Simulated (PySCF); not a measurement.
# AsH⁺: energy against distance

Set-up: PySCF, no relativity, basis sets As aug-pcseg-1, H aug-pcseg-1. Energies in eV from As⁺ + H in their ground configurations at the same level. State: ²Π (doublet), unpaired electrons π ↑.

| R (Å) | LC-ωPBE |
| --- | --- |
| 1.324 | -2.494 |
| 1.386 | -2.793 |
| 1.448 | -2.959 |
| 1.494 | -3.016 |
| 1.540 | -3.024 |
| 1.586 | -2.995 |
| 1.648 | -2.907 |
| 1.725 | -2.738 |
| 1.817 | -2.476 |
| 1.940 | -2.068 |

Question: Put a parabola through the three lowest points of the LC-ωPBE curve and estimate Re, k and ωe (reduced mass 0.9944 u; 1 eV/Å² = 0.16022 mdyn/Å; ωe = 1302.8·√(k/μ) cm⁻¹).

Answer: Through R = 1.494, 1.54, 1.586 Å the second-order coefficient is 8.74 eV/Å², so Re ≈ 1.527 Å, k ≈ 2.80 mdyn/Å and ωe ≈ 2187 cm⁻¹. A polynomial fit of higher order to the unrounded LC-ωPBE energies gives Re = 1.526 Å, k = 3.08 mdyn/Å, ωe = 2292 cm⁻¹; anharmonicity and rounding make the difference.

The higher-order fit for each curve: LC-ωPBE: Re = 1.526 Å, ωe = 2292 cm⁻¹, De = 3.03 eV.

Spin–orbit coupling is left out. For an ion De counts to the pair picked by the measured ionisation energies or electron affinities, which need not be the lowest pair at this level. The state was picked by a PBE0 search and need not be the measured ground state.
